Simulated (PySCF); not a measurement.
C5H5, SMILES C1C=C[CH]C=1, multiplicity 2. Geometry optimised at PBE0-D3(BJ)/def2-SVP. The isomer is the one that the SMILES or the coordinates give; other isomers of the formula were not compared.

Task: Give the equilibrium geometry at PBE0-D3(BJ)/def2-SVP (PySCF confirms it by a frequency run) as a Z-matrix, and its point group. (Estimate from the structure and the level; the computed values follow.)

Result: point group Cs.
```
C
H 1 1.0920
C 1 1.4231 2 125.61
C 3 1.3777 1 107.00 2 180.00
H 3 1.0887 4 126.94 1 180.00
H 4 1.0911 3 126.59 5 0.00
C 1 1.4453 2 125.24 3 180.00
C 7 1.3650 1 107.24 2 180.00
H 7 1.0891 8 127.16 4 180.00
H 8 1.0904 7 126.96 9 0.00
```
Charge 0, spin multiplicity 2.
